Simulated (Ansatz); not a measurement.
Basis-set extrapolation for CH₅BFNO (`COB(N)F`) (PBE0-D4/def2-TZVP geometry, frozen core, Ansatz 0.2.0). Multiplicity 1, RHF reference.

|  | def2-TZVPP | def2-QZVPP |
| --- | --- | --- |
| HF | -294.501994 | -294.515989 |
| MP2 correlation | -0.964374 | -1.041019 |
| CCSD(T) correlation | -1.024194 | not run |

Energies in hartree. Use E(X) = E(∞) + A·exp(−7.88·√X) for Hartree–Fock and E(X) = E(∞) + B·X^(−2.97) for correlation, with X = 3 and 4, and add CCSD(T) minus MP2 of the smaller set to the MP2 limit.

What is the CCSD(T) energy at the basis-set limit?

HF limit: -294.515989 + (-0.013995) × 0.13774 = -294.51792. MP2 limit: -1.041019 + (-0.076645) × 0.74074 = -1.09779. Higher-order term: -1.024194 − (-0.964374) = -0.05982. Total: -295.67553 hartree, 392.1 kJ/mol below CCSD(T)/def2-TZVPP.
